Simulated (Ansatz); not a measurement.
## A correction line for B3LYP-D4/def2-TZVPP: vertical ionisation energy

The vertical ionisation energy (cation less neutral) in eV of 8 fluorocarbon molecules: x at B3LYP-D4/def2-TZVPP, y at CCSD(T)/def2-TZVPP. Shapes, held fixed at every level: PBE0-D4/def2-TZVP. Flexible molecules stand in one conformer, not always the lowest. Programs: Ansatz 0.2.0.

| molecule | x (eV) | y (eV) |
| --- | --- | --- |
| C5H6F2 (SMILES FC1=CCCC1F) | 9.70 | 9.91 |
| C5H6F2 (SMILES FC1C=CCC1F) | 10.11 | 10.34 |
| C2H2F2 (vinylidene fluoride) | 10.49 | 10.55 |
| C4H3F5 (SMILES FC/C(F)=C\C(F)(F)F) | 10.97 | 11.16 |
| C4H3F5 (SMILES F/C(=C/C(F)F)C(F)F) | 11.04 | 11.24 |
| C4H3F5 (SMILES FC1CC(F)(F)C1(F)F) | 11.51 | 11.91 |
| C4F8 (octafluorocyclobutane) | 11.68 | ? |
| C4H6F4 (SMILES CC(F)(F)C(F)CF) | 11.70 | 12.25 |

Problem. Fit y = c + s·x to the known rows and predict y for C4F8.

Solution. 
1. Means of the 7 rows: x = 10.7886, y = 11.051.
2. Σ(Δx)² = 3.1819, Σ(Δx·Δy) = 3.6539, so the slope is 3.6539/3.1819 = 1.1483.
3. Intercept: 11.051 − (1.1483) × 10.7886 = -1.338. The largest residual of the fit is 0.16.
4. C4F8: -1.338 + 1.1483 × 11.68 = 12.07 eV.

CCSD(T)/def2-TZVPP gives 12.10 eV, so the prediction is off by -0.03 eV, within the largest residual. Uncorrected, B3LYP-D4/def2-TZVPP misses it by -0.42 eV, and the other rows by 0.26 on average. The line removes about 90 % of this miss. Left out in turn, the other rows are missed by 0.15 eV on average. Cations run unrestricted.
